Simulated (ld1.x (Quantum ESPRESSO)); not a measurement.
## Which change was made? (Hg, TM)

```
Element                 : Hg
Generator               : ld1.x (Quantum ESPRESSO) 7.5
Type                    : norm-conserving Troullier–Martins (Kleinman–Bylander form)
Functional              : PBEsol
Relativity              : scalar-relativistic
Frozen core             : [Xe]
Valence charge          : 26
Reference configuration : 4f14 5d10 6s0.5 6p0 (charge +1.5)
Partial waves           : 6s (bound): rc 1.65 bohr; 6p (bound, empty): rc 2.55 bohr; 4f (bound): rc 0.75 bohr; 5d (bound): rc 2.00 bohr
Local potential         : the d channel
Core correction         : none
```

Cutoffs, loose and tight: the cutoffs (Ry, on a coarse ladder) from which the occupation-weighted sum of valence levels, in a spherical-Bessel basis at the reference potential, stays within 10 and 1 mRy of its value at 400 Ry. They do not see the model core or the augmentation charge, which bear on the density cutoff. Test errors are all-electron minus pseudo excitation energies from the reference, over the configurations 4f14 5d10 6s2 6p0; 4f14 5d10 6s1 6p0; 4f14 5d10 6s0 6p0; 4f14 5d9 6s2 6p0; 4f14 5d9 6s0 6p0; 4f14 5d9 6s2 6p1; 4f14 5d10 6s1.5 6p0; variants that change the core or the reference have their own tests.

The base gives: outcome: generated; bound ghosts: s; largest test error (meV): -46.

(1) After one change the result is: outcome: generated; bound ghosts: s; largest test error (meV): -72. Which change was it?
A. functional PBE
B. wave 6s (bound): rc 1.65 bohr becomes 6s (bound): rc 2.48 bohr
C. core [Kr] 4d10 4f14 5s2, valence charge 18; reference 5p6 5d10 6s2 6p0; waves now 5p (bound): rc 1.15 bohr; 5d (bound): rc 1.55 bohr; 5f channel at 0.2 Ry: rc 2.05 bohr; 6s (bound): rc 2.30 bohr; local potential the s channel

Results:

(1) B. The others give: functional PBE → outcome: generated; bound ghosts: s; largest test error (meV): +32 | core [Kr] 4d10 4f14 5s2, valence charge 18; reference 5p6 5d10 6s2 6p0; waves now 5p (bound): rc 1.15 bohr; 5d (bound): rc 1.55 bohr; 5f channel at 0.2 Ry: rc 2.05 bohr; 6s (bound): rc 2.30 bohr; local potential the s channel → outcome: generated; cutoff, loose: 140 Ry; cutoff, tight: 230 Ry; bound ghosts: none; largest test error (meV): -812.
